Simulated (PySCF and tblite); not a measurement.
Values are calculated unless marked as measured or tabulated.
C6H6O2, numbered as in [O:1]=[CH:2]/[CH:3]=[CH:4]/[CH:5]=[CH:6]/[CH:7]=[O:8].

Conformers came from 150 starts (ETKDG, MMFF94s, GFN2-xTB); geometries are GFN2-xTB. Weights use B3LYP-D3(BJ)/pcSseg-1 (IEF-PCM, tetrahydrofuran) energies plus GFN2-xTB zero-point and thermal terms (modes under about 100 cm⁻¹ blended into free rotors). Symmetry numbers and mirror images are counted. Conformers within 2.5 kcal/mol (GFN2-xTB free energy) were kept, 5 at most. Codes: tblite and PySCF.

Torsions listed: O1–C2–C3–C4, C3–C4–C5–C6, C5–C6–C7–O8.

```
conformer             shape  symmetry
        1      0°, 180°, 0°       C2h
        2    180°, 180°, 0°        Cs
        3  180°, 180°, 180°       C2h
```

Question: Which of these conformers is the most populated at 298.15 K, and with what share?

Answer: Conformer 3, about 82 %.

Question: Give the DFT energies and free energies relative to the lowest, and all weights.

Answer: 
| conformer | shape | E(DFT) kcal/mol | G(298.15 K) kcal/mol | weight % |
| --- | --- | --- | --- | --- |
| 1 | 0°, 180°, 0° | 2.85 | 2.64 | 1.0 |
| 2 | 180°, 180°, 0° | 1.51 | 0.93 | 17.0 |
| 3 | 180°, 180°, 180° | 0.00 | 0.00 | 82.0 |

Question: How does its share change from 250 K to 350 K?

Answer: From 88 % to 75 %; the mixing entropy goes from 0.75 to 1.24 cal/(mol K).


Conformer gaps in pcSseg-1 on xTB geometries can be 2 kcal/mol off for S=O, P=O and other polar bonds.